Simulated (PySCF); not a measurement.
Compound: C4H9BO2S.
InChI=1S/C4H9BO2S/c1-8-4-2-3-6-5-7-4/h4-5H,2-3H2,1H3/t4-/m1/s1

The closed-shell ground state was solved at several levels (PySCF, density fitting, gas phase, non-relativistic). The structure is a single PBE0-D3(BJ)/def2-SVP conformer in the gas phase; no vibrational or solvent corrections.

```csv
level,basis functions,total energy (Eh),HOMO (eV),LUMO (eV),gap (eV),dipole (D)
PBE0/pcSseg-1,188,-730.8416,-6.73,0.49,7.22,2.19
CAM-B3LYP/def2-SVPD,245,-730.9289,-8.08,0.99,9.07,2.14
```

**Question.** Estimate the row for PBE/pcSseg-1, a basis of 188 functions; the other rows only guide the guess.

**Answer.** Total energy -730.7853 Eh, HOMO -5.48 eV, LUMO -0.52 eV, gap 4.96 eV, dipole 2.17 D.

**Question.** Over all these levels, which gives the widest orbital gap and which the narrowest?

**Answer.** CAM-B3LYP/def2-SVPD (range-separated hybrid) has the widest, 9.07 eV, and PBE/pcSseg-1 (GGA) the narrowest, 4.96 eV. Functional and basis both differ between the two, so the spread mixes both effects.

**Question.** How far do the dipole and the HOMO energy spread over the levels?

**Answer.** The dipole runs from 2.14 to 2.19 D (mean 2.17 D) and the HOMO from -8.08 to -5.48 eV.
